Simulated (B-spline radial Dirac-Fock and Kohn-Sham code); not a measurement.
Ga²⁺ 2s: cross section and angular parameters

System: gallium as Ga²⁺ in the configuration [Ar] 3d10 4s1; threshold 1311.7 eV (orbital energy of the model). Level of theory: Dirac-Hartree-Slater photoionisation with a Latter tail; cross sections with all multipoles, angular parameters from the dipole term and its interference with E2; a radial B-spline solver.

Input of the calculation (task.json; shells as n, l, electrons):

```json
{"items": [{
  "Z": 31,
  "q": 2,
  "cfg": [[1, 0, 2], [2, 0, 2], [2, 1, 6], [3, 0, 2], [3, 1, 6], [3, 2, 10], [4, 0, 1]],
  "A": 69,
  "rrms": 3.9973,
  "do": "xps",
  "hv": [81.0, 85.1, 100, 123.0, 146.0, 153.0, 187.0, 260.0, 275.0, 300, 368.0, 433.0, 516.0, 762.0, 835.0, 848.0, 1000, 1253.6, 1260.0, 1486.9, 2000, 2100.0, 4000, 4170.0, 6540.0, 9251.7, 10700.0, 11100.0, 11400.0, 13000.0]
}]}
```

Launch: `python xray2_run.py task.json out`

For linearly polarised light dσ/dΩ = σ/(4π) [1 + β P₂(cos θ) + (δ + γ cos²θ) sin θ cos φ], with θ from the polarisation vector and φ the angle between the beam and the projection of the electron momentum on the plane normal to the polarisation.

```csv
hν (eV),σ (kb),β,γ
1486.9,82.6,1.999,0.511
2000,51.3,1.999,-0.002
2100,47.2,1.999,-0.032
4000,13.9,1.999,0.161
4170,12.8,1.999,0.197
6540,4.85,1.999,0.674
9251.7,2.17,1.999,1.146
10700,?,?,?
11100,1.40,1.998,1.421
11400,1.31,1.998,1.464
13000,0.948,1.998,1.678
```

Problem. Give the values at 10700 eV.

Solution. σ = 1.53 kb, β = 1.998, γ = 1.364. For an s subshell δ is negligible.
